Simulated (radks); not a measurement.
Results of a calculation; reference values are marked as such.
All-electron atom: Mn23+ in [He].

Level of theory: Dirac Kohn-Sham, exchange-only PBE, spin-unpolarised, spherical densities, finite nucleus; Fermi nuclear charge, rms radius 3.7057 fm (a radial shooting solver on a logarithmic mesh with Libxc functionals).

Energy parts (eV):
| part | energy |
|---|---|
| total | -16715.402 |
| kinetic | 16998.046 |
| electron-nucleus | -34145.478 |
| Hartree | 847.852 |
| exchange | -415.821 |

Orbitals (lengths in bohr, moments of r in powers of bohr; r(max) is where P^2 peaks):
| orbital | occ. | eigenvalue (eV) | r(max) |
|---|---|---|---|
| 1s1/2 | 2 | -7990.702 | 0.03971 |
| 2s1/2 | 0 | -1909.720 | 0.2140 |
| 2p1/2 | 0 | -1875.453 | 0.1658 |
| 2p3/2 | 0 | -1860.278 | 0.1678 |

The highest occupied level is 1s1/2 at -7990.7 eV. The density falls to 0.001 e/bohr^3 at r = 0.33 bohr. For comparison, the ionisation energy in NIST's Atomic Spectra Database is 8140.8 eV (theoretical). In exact Kohn-Sham theory the highest level is minus the ionisation energy, but local and semilocal functionals leave it too shallow, through self-interaction and a potential that decays too fast; potentials with the right tail come closer. Summed over all electrons, <r^2> = 0.009757 bohr^2, which gives a Langevin (diamagnetic) susceptibility term of -0.00773 x 10^-6 cm^3/mol.
